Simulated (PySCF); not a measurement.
C₂H₆BFO₂.

```xyz
12

B     -0.3069     0.0306     0.3249
F     -0.6823    -0.2855     1.5724
O      0.8787    -0.3993    -0.1783
C      1.7835    -1.1922     0.5657
H      1.3853    -1.4393     1.5618
H      1.9828    -2.1258     0.0166
H      2.7337    -0.6477     0.6845
O     -1.1478     0.7895    -0.4137
C     -0.8030     1.1505    -1.7363
H     -0.6689     0.2601    -2.3725
H     -1.6197     1.7631    -2.1446
H      0.1318     1.7345    -1.7617
```
Charge 0, spin multiplicity 1.

The structure is a stationary point at ωB97X-D3(BJ)/def2-SVP. Other conformers were not sampled.

All values below come from PBE0/pcSseg-1 (PySCF). Non-relativistic, no solvent.

Computed absolute GIAO shielding of each atom: isotropic value and principal components (ppm):
```
atom  σ(iso)    σ11    σ22    σ33   span
----  ------  -----  -----  -----  -----
B1      84.6   73.0   80.1  100.5   27.5
F2     317.0  197.7  348.7  404.7  207.0
O3     266.3  161.8  297.9  339.1  177.4
C4     131.2  100.8  109.6  183.1   82.3
H5      27.1   22.9   26.4   32.1    9.2
H6      27.7   23.5   25.5   34.0   10.5
H7      27.7   23.5   25.5   34.0   10.5
O8     265.7  147.7  319.5  330.1  182.4
C9     130.9  106.2  106.2  180.3   74.1
H10     27.7   24.0   25.8   33.3    9.2
H11     27.7   23.6   25.9   33.7   10.1
H12     27.7   24.0   25.8   33.3    9.2
```
